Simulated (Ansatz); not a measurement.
Mulliken charges of `[CH3][W](=[O])([OH])=[S]` from PBE/def2-TZVPP in Ansatz (PBE0-D4/def2-TZVP geometry).

```json
{"atom": "C1", "x (Å)": "-0.379", "y (Å)": "-0.604", "z (Å)": "-1.153", "charge (e)": "-0.439"}
{"atom": "W2", "x (Å)": "0.579", "y (Å)": "0.238", "z (Å)": "0.518", "charge (e)": "0.763"}
{"atom": "O3", "x (Å)": "1.903", "y (Å)": "-0.785", "z (Å)": "0.799", "charge (e)": "-0.321"}
{"atom": "O4", "x (Å)": "-0.623", "y (Å)": "0.245", "z (Å)": "1.954", "charge (e)": "-0.348"}
{"atom": "S5", "x (Å)": "1.222", "y (Å)": "2.172", "z (Å)": "-0.109", "charge (e)": "-0.243"}
{"atom": "H6", "x (Å)": "-1.231", "y (Å)": "0.011", "z (Å)": "-1.453", "charge (e)": "0.120"}
{"atom": "H7", "x (Å)": "0.312", "y (Å)": "-0.685", "z (Å)": "-1.994", "charge (e)": "0.131"}
{"atom": "H8", "x (Å)": "-0.724", "y (Å)": "-1.609", "z (Å)": "-0.885", "charge (e)": "0.119"}
{"atom": "H9", "x (Å)": "-1.060", "y (Å)": "1.017", "z (Å)": "2.323", "charge (e)": "0.219"}
```

**Question.** By hand: the dipole of these point charges (1 e Å = 4.8032 D).

**Answer.** Σ q r = (-0.508, 0.029, -0.041) e Å, of length 0.510 e Å = 2.45 D.

**Question.** How does the dipole of the full density compare? (Best estimate.)

**Answer.** Ansatz gave: (-0.683, 0.028, 0.054) e Å, 3.29 D; the point charges give 0.74 times that, at 9° from its direction.

Point charges leave out the atoms' own dipoles, such as those of lone pairs, and Mulliken's split depends on the basis, so the two needn't agree.
